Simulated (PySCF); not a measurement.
C₃H₁₂GaN, neutral, multiplicity 1.

```xyz
17

Ga     0.0000     0.0000     0.2094
C     -1.7081     0.9862     0.5044
H     -1.6864     2.0039     0.0799
H     -1.9022     1.0982     1.5841
H     -2.5786     0.4585     0.0799
C      1.7081     0.9862     0.5044
H      1.6864     2.0039     0.0799
H      2.5786     0.4585     0.0799
H      1.9022     1.0982     1.5841
C      0.0000    -1.9723     0.5044
H      0.0000    -2.1965     1.5841
H      0.8923    -2.4624     0.0799
H     -0.8923    -2.4624     0.0799
N      0.0000     0.0000    -1.9698
H      0.8233    -0.4754    -2.3381
H      0.0000     0.9507    -2.3381
H     -0.8233    -0.4754    -2.3381
```

Coordinates come from a PBE0-D3(BJ)/def2-SVP optimisation. The isomer is the one that the SMILES or the coordinates give; other isomers of the formula were not compared. The values are those of a single conformer.

Method: HF/pcSseg-1 in PySCF. Non-relativistic, no solvent.

Computed absolute GIAO shielding of each atom: isotropic value and principal components (ppm):
```csv
atom,σ(iso),σ11,σ22,σ33,span
Ga1,1521.4,1423.4,1570.5,1570.5,147.1
C2,200.8,198.2,200.4,203.8,5.5
H3,32.4,27.4,29.5,40.3,12.9
H4,32.1,27.1,28.6,40.7,13.6
H5,32.4,27.4,29.5,40.3,12.9
C6,200.8,198.2,200.4,203.8,5.5
H7,32.4,27.4,29.5,40.3,12.9
H8,32.4,27.4,29.5,40.3,12.9
H9,32.1,27.1,28.6,40.7,13.6
C10,200.8,198.2,200.4,203.8,5.5
H11,32.1,27.1,28.6,40.7,13.6
H12,32.4,27.4,29.5,40.3,12.9
H13,32.4,27.4,29.5,40.3,12.9
N14,240.2,233.5,243.5,243.5,10.0
H15,30.1,23.5,26.1,40.7,17.2
H16,30.1,23.5,26.1,40.7,17.2
H17,30.1,23.5,26.1,40.7,17.2
```
